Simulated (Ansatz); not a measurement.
The cluster Hg3S2⁺, relaxed as a doublet with UKS PBE-D4/def2-SVP in Ansatz, starting from the GFN1-xTB geometry. Force threshold 0.02 eV/Å.

In the def2 sets Hg takes a core potential; there is no spin–orbit coupling. The structure comes from a short search, and lower isomers may exist.

Start:

Cartesian coordinates in Å:
```
Hg -2.0633 -1.3962 -0.6406
Hg 2.0530 -0.2371 1.8318
Hg 0.1696 2.0350 -2.1446
S -0.2591 0.8321 0.3241
S 0.0998 -1.2338 0.6293
```

(1) Estimate the energy that the relaxation releases and the steps that it takes.

(2) Does the start keep its bonding?

(3) Predict the relaxed structure.

Results:

(1) 1.34 eV, in 20 steps; 40 s on 4 threads of Arm Neoverse V2 on a shared host. The force fell under the threshold at step 16, but the optimiser went on. No frequencies were taken in this run, so the end may be a saddle point.

(2) Bonds lost: Hg2–S5 (atoms count from 1). Bonds formed: Hg1–Hg3 (atoms count from 1). The end is the same structure that another start reached, the lowest one found.

(3) 
```xyz
5

Hg   -1.648   -1.322   -1.333
Hg    2.084   -1.241    2.914
Hg   -1.287    1.590   -2.282
S     0.536    1.401    0.064
S     0.314   -0.428    0.637
```
Bond lengths (bridged metal pairs left out): 1 × Hg–Hg 3.08 Å; 1 × S–S 1.93 Å.
